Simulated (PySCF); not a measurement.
# Ca(7+) (calcium, charge +7) across methods

[Ne] 3s2 3p1, 2P determinant. Computed with PySCF 2.14 in an even-tempered Gaussian basis (20 s from 0.19 bohr⁻², ratio 2.5; 13 p from 0.24 bohr⁻², ratio 2.5; 5 d from 1.9 bohr⁻², ratio 2.7; 5 f from 2.9 bohr⁻², ratio 2.7), with the spin-free X2C one-electron Hamiltonian (Gaussian nucleus).

```json
{"method": "r2SCAN0", "E (hartree)": "-663.665", "mean ε 3s α (eV)": "-161.53", "mean ε 3s β (eV)": "-158.29", "mean ε 3p α (eV)": "-140.63", "Σ⟨r²⟩ (bohr²)": "4.762", "⟨S²⟩": "0.754"}
{"method": "LDA", "E (hartree)": "-661.827", "mean ε 3s α (eV)": "-158.16", "mean ε 3s β (eV)": "-156.08", "mean ε 3p α (eV)": "-137.21", "Σ⟨r²⟩ (bohr²)": "4.754", "⟨S²⟩": "0.751"}
{"method": "PBE0", "E (hartree)": "-663.544", "mean ε 3s α (eV)": "-161.07", "mean ε 3s β (eV)": "-158.13", "mean ε 3p α (eV)": "-140.10", "Σ⟨r²⟩ (bohr²)": "4.754", "⟨S²⟩": "0.752"}
{"method": "PW91", "E (hartree)": "-663.709", "mean ε 3s α (eV)": "-158.35", "mean ε 3s β (eV)": "-156.09", "mean ε 3p α (eV)": "-137.64", "Σ⟨r²⟩ (bohr²)": "4.749", "⟨S²⟩": "0.752"}
{"method": "r2SCAN", "E (hartree)": "-663.663", "mean ε 3s α (eV)": "-158.88", "mean ε 3s β (eV)": "-156.21", "mean ε 3p α (eV)": "-138.24", "Σ⟨r²⟩ (bohr²)": "4.762", "⟨S²⟩": "0.754"}
{"method": "UHF", "E (hartree)": "-663.15657", "mean ε 3s α (eV)": "-168.58", "mean ε 3s β (eV)": "-163.23", "mean ε 3p α (eV)": "-147.02", "Σ⟨r²⟩ (bohr²)": "4.777", "⟨S²⟩": "0.756"}
{"method": "PBE", "E (hartree)": "-663.508", "mean ε 3s α (eV)": "-158.22", "mean ε 3s β (eV)": "-155.94", "mean ε 3p α (eV)": "-137.50", "Σ⟨r²⟩ (bohr²)": "4.751", "⟨S²⟩": "0.752"}
```
